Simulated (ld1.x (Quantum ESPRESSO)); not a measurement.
Before and after: TM potential for rhodium (Rh)

ld1.x (Quantum ESPRESSO) 7.5 input, shortened:

```
&input
   title='Rh', zed=45., rel=1, dft='PBE', iswitch=3,
   config='[Kr] 4d8 5s1 5p0'
 /
 &inputp
   pseudotype=2, tm=.true., lloc=1,
   nlcc=.false.
 /
3
5S  1  0   1.00   0.00  2.45  2.45  0.0
4D  3  2   8.00   0.00  1.25  1.25  0.0
5P  2  1   0.00   0.00  3.30  3.30  0.0
 &test
   configts(1)='4d8 5s1 5p0'
 /
```

All-electron outer shells of the reference configuration (PBE, scalar-relativistic, ld1.x):

| shell | level (eV) | outermost node (bohr) | outermost maximum (bohr) |
| --- | --- | --- | --- |
| 4s | -82.49 | 0.47 | 0.88 |
| 4p | -50.42 | 0.47 | 0.94 |
| 4d | -5.94 | 0.46 | 1.14 |
| 5s | -4.30 | 1.19 | 2.63 |
| 5p | -0.85 | 1.35 | 3.93 |

Change: wave 5p (bound): rc 3.30 bohr becomes 5p (bound): rc 2.52 bohr.

Cutoffs: the cutoffs (Ry, on a coarse ladder) from which the occupation-weighted sum of valence levels, in a spherical-Bessel basis at the reference potential, stays within 10 and 1 mRy of its value at 400 Ry; they do not see the model core or the augmentation charge, which bear on the density cutoff. Errors are all-electron minus pseudo energies relative to the spin-unpolarised reference configuration.

Predict the effect on cutoff, ghosts and configuration errors.

The potential gets neither clearly harder nor softer (70 Ry and 80 Ry → 70 Ry and 80 Ry); a bound ghost appears in s, which as a rule spoils a file; the number of tests that count goes from 7 to 4; the errors of the 4 common tests hardly move.

```tsv
quantity	base	changed
cutoff, loose	70 Ry	70 Ry
cutoff, tight	80 Ry	80 Ry
bound ghosts	none	s
tests counted (converged, no solver errors)	7 of 7	4 of 7
error for 4d8 5s0 5p0, meV [ΔE 7.46 eV]	+5.1	+5.5
error for 4d7 5s0 5p0, meV [ΔE 26.97 eV]	-116	-113
error for 4d6 5s0 5p0, meV [ΔE 59.48 eV]	-659	-659
error for 4d8 5s0 5p1, meV [ΔE 3.60 eV]	+1.3	+1.4
```

Changed file: Tests not counted: 4d8 5s0.5 5p0 (solver errors, printed error -827 meV); 4d7 5s1 5p1 (solver errors, printed error -493 eV); 4d8.5 5s0.5 5p0 (pseudo-atom not self-consistent, printed error +25.8 eV). These tests converged, but a pseudo level misses the all-electron one widely, so the file describes the atom poorly there or has found another state: 4d7 5s0 5p0: empty 5s by 4.9 eV. A true bound ghost makes a file unfit for plane-wave use even where its test errors are small: the radial tests pick states by their node count and pass the ghost by. Where a test does run into it, the solver fails or the error is huge.
